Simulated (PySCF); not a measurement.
CH4F6Si3, SMILES FC(F)(F)[SiH2][SiH2][Si](F)(F)F, GFN2-xTB optimised geometry.

```
14

F      2.94     0.08     1.10
C      2.53     0.77     0.01
F      2.95     0.06    -1.06
F      3.24     1.91     0.00
Si     0.60     1.03     0.00
Si    -0.22    -1.16     0.00
Si    -2.50    -1.16     0.00
F     -3.10     0.32     0.00
F     -3.24    -1.83     1.23
F     -3.24    -1.83    -1.23
H      0.39     1.87     1.18
H      0.41     1.86    -1.19
H      0.25    -1.91    -1.18
H      0.25    -1.91     1.18
```

Density from PySCF 2.14.0 with CAM-B3LYP/def2-TZVP at that geometry.

Minimum of the electron density along straight lines between bonded atoms, close to the bond critical point (lines longer than 1.1 times the sum of covalent radii, or with two minima, are not listed):

```csv
bond,length / Å,ρ at the minimum / e bohr⁻³,∇²ρ there / e bohr⁻⁵,position (fraction from the first atom)
F1–C2,1.352,0.275,-0.46,0.66
C2–F3,1.352,0.275,-0.46,0.34
C2–F4,1.343,0.281,-0.45,0.34
C2–Si5,1.949,0.111,0.16,0.62
Si5–Si6,2.333,0.096,-0.17,0.52
Si6–Si7,2.282,0.102,-0.10,0.36
Si7–F8,1.595,0.142,1.00,0.42
Si7–F9,1.588,0.144,1.02,0.42
Si7–F10,1.588,0.144,1.02,0.42
Si5–H11,1.466,0.126,0.16,0.49
Si5–H12,1.466,0.126,0.16,0.49
Si6–H13,1.473,0.123,0.16,0.49
Si6–H14,1.473,0.123,0.16,0.49
```
